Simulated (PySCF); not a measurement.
**Radial density of Rh+ (rhodium, charge +1)**

M06-L, [Kr] 4d8, high-spin 3F determinant. All numbers are calculated (PySCF 2.14, a scalar-relativistic core potential, in aug-cc-pVDZ-PP with ECP28MDF (5s5p4d2f, 54 functions)). This is the valence pseudo-density: the core potential removes the inner electrons and smooths the orbitals near the nucleus.

```csv
r (bohr),4πr²ρ (e/bohr),4πr²(ρα − ρβ)
0.0198,1.093e-05,0.0000
0.0333,2.796e-05,0.0000
0.0561,7.007e-05,0.0000
0.0943,0.0003026,0.0000
0.159,0.003318,0.0005
0.267,0.05788,0.0076
0.449,1.410,0.1205
0.755,11.94,0.9354
1.27,11.78,1.5200
2.14,2.513,0.4976
3.59,0.1946,0.0210
6.04,0.002704,0.0001
```

Energies and moments cover only the electrons outside the core potential.
